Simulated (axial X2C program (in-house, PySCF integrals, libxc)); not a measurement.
# CoTe: bond constants with and without spin–orbit coupling

Computed with an in-house relativistic program for diatomic molecules. Spin-free means the one-electron spin-free X2C Hamiltonian; two-component (2c) means X2C with spin–orbit coupling and atomic mean-field two-electron Coulomb and Gaunt terms, so the difference of the two also holds small scalar two-electron terms. Basis: Te dyall-cv3z [11s12p8d4f1g], Co dyall-cv3z [9s10p6d3f2g] (cores contracted in-house); Gaussian nuclei, density fitting, unrestricted open shells. Masses: Te 129.906 u, Co 58.933 u.

Input file and command:
```json
{"zs": [52, 27], "q": 0, "bas": ["dyall-cv3z", "dyall-cv3z"], "levels": ["PBE0", "HF", "TPSS"], "cc": true, "r0": 2.31, "thr": -1.0, "nmax": 110, "npts": 10, "nst": 2, "ntry": 8}
```
```bash
python so2c.py task.json out
```

Keys: zs atomic numbers; q charge; bas basis sets; levels methods; cc coupled cluster on or off; r0 starting distance in Å; thr threshold in hartree for freezing inner shells (an s shell follows its p shell); nmax most natural virtual spinors; npts points on the curve; nst determinants followed; ntry starts of the search. HF also brings MP2.

State, spin-free: M_S = 3/2, Λ = 2 (beyond evenly filled blocks: π+α, π-α, δ+α, δ+β, δ-α); electrons by block: σα: 17, σβ: 17, π+α: 9, π+β: 8, π-α: 9, π-β: 8, δ+α: 3, δ+β: 3, δ-α: 3, δ-β: 2. Fragments: Te + Co.

State, 2c: Ω = 7/2 (⟨Sz⟩ = 1.50, ⟨Lz⟩ = 2.00 at TPSS); electrons by block: 1/2: 25, -1/2: 26, 3/2: 12, -3/2: 11, 5/2: 3, -5/2: 2. Fragments: Te + Co.

```csv
Hamiltonian,level,Re (Å),ωe (cm⁻¹),ωexe (cm⁻¹),Be (cm⁻¹),De (eV),D0 (eV),μ (D)
spin-free,PBE0,2.282,317.5,1.1,0.07982,2.50,2.48,4.33
spin-free,HF,2.525,210.2,0.476,0.06524,0.210,0.197,5.47
spin-free,CCSD,2.288,306.1,n/a,0.07941,1.41,1.39,n/a
spin-free,CCSD(T),2.276,321.6,n/a,0.08029,1.64,1.62,n/a
spin-free,TPSS,2.280,319.4,0.797,0.08,3.20,3.18,3.44
2c,TPSS,2.284,315.8,0.825,0.07972,n/a,n/a,3.39
```

Correlated methods: 15 electrons correlated (number of frozen shells: Te 4 s, 3 p, 2 d; Co 3 s, 2 p), 299 virtual spin orbitals or spinors in MP2, 110 natural virtuals in coupled cluster.

Dipoles are positive if Co is the positive end.

One determinant describes the state; a PBE0 search over occupations chose it and may have missed a lower one. Dissociation energies refer to the lowest single-determinant-based atoms at the same level and basis. De is not given where an atomic determinant may have missed its ground term or J level, or where the truncated virtual space spoils (T). Density functionals use the spin component along the axis (collinear). Coupled cluster ran in a truncated set of natural virtual spinors; the MP2 energy of the rest was added. (T) has no such correction and the atoms are truncated less, which lowers De at CCSD(T) by a hundredth of an eV or more. Other states lie close and PBE0, whose exact exchange favours high spin, may order them wrongly; the determinant shown need not be the ground state. The nearest other spin-free determinant of the search, M_S = 1/2, Λ = 4, lies 0.57 eV up at the distance of the search. The functionals have no current-density term, which raises determinants with orbital currents, atoms included. With several unpaired electrons one determinant need not be a pure state. A state of lower Ω lies just above, and one determinant can place such states too high, so the state shown need not be the lowest. The search has Ω = 1/2 only 0.05 eV up. The determinant is spin-polarised beyond a pure state at some levels (its spin-free form has ⟨S²⟩ too high), which makes Re and μ there less reliable. The T1 diagnostic is large, a sign of multireference character. With the outer-core shells frozen, correlated bond lengths of heavy atoms tend to come out a few hundredths of an ångström too long.

No reliable constants came from CCSD (2c), CCSD(T) (2c), HF (2c), MP2 (2c), MP2 (spin-free), PBE0 (2c): no minimum in range, unconverged points, a curve that is not smooth, a change of character along it, or the two Hamiltonians disagreeing along it.

Rough cost a point (2c) on 1 thread(s) of a shared host, integrals apart: TPSS 1.5 s.

The whole task took 9 min on 1 thread of Arm Neoverse V1 (shared host).
